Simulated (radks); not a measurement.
The numbers below are computed, except where a source is named.
The nuclear charge of the niobium ion Nb2+ is varied continuously with 39 electrons held in [Kr] 4d3. Code: a radial shooting solver on a logarithmic mesh with Libxc functionals. Model: scalar-relativistic Kohn-Sham, BLYP, spin-unpolarised, spherical densities, finite nucleus; Fermi nuclear charge, rms radius 4.324 fm. By the Hellmann-Feynman theorem dE/dZ = E(electron-nucleus)/Z, the electronic potential at the nucleus (averaged over a nucleus of fixed radius). The scalar-relativistic energy here is not variational (the density holds large components alone), so the two differ by a part that grows with Z.

| Z | E (hartree) | E(electron-nucleus)/Z (hartree) | HOMO | e(HOMO) (eV) | <r> HOMO (bohr) |
|---|---|---|---|---|---|
| 40.5 | -3708.10196 | -220.138 | 4d | -13.180 | 2.048 |
| 40.75 | -3763.48373 | -221.969 | 4d | -16.015 | 1.951 |
| 41 | -3819.32585 | -223.799 | 4d | -19.036 | 1.868 |
| 41.25 | -3875.62820 | -225.629 | 4d | -22.233 | 1.794 |
| 41.5 | -3932.39075 | -227.459 | 4d | -25.598 | 1.729 |
| 41.75 | -3989.61356 | -229.289 | 4d | -29.124 | 1.671 |
| 42 | -4047.29673 | -231.119 | 4d | -32.804 | 1.618 |

The central difference of E at Z = 41 is -224.289 hartree, to compare with the third column; the second derivative is -7.36 hartree.
